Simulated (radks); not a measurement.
Er2.25+, 65.75 electrons, occupied as [Kr] 4d10 4f(up 6, down 6) 5s2 5p(up 3, down 2.75) (fractional occupations, a model configuration). Method: scalar-relativistic Kohn-Sham, PBE, spin-polarised, spherical densities, finite nucleus; Fermi nuclear charge, rms radius 5.2516 fm; computed with a radial shooting solver on a logarithmic mesh with Libxc functionals.

Unscreened Slater integrals over Kohn-Sham orbitals (cm^-1). They are taken over the spin-up orbitals.

integral    value
F0(4f,4f)  254860
F2(4f,4f)  117610
F4(4f,4f)   73137
F6(4f,4f)   52437
F0(4f,5p)  160350
F2(4f,5p)   54646
G2(4f,5p)   29838
G4(4f,5p)   22567
F0(4f,5s)  182160
G3(4f,5s)   34839
F0(5p,5p)  134060
F2(5p,5p)   72054
F0(5p,5s)  144340
G1(5p,5s)   95830
F0(5s,5s)  158090

Derived for the open shells (J is the average intra-shell exchange parameter used in DFT+U). 4f: F4/F2 = 0.622, F6/F2 = 0.446, J = (286 F2 + 195 F4 + 250 F6)/6435 = 9481 cm^-1. 5p: J = F2/5 = 14410 cm^-1.
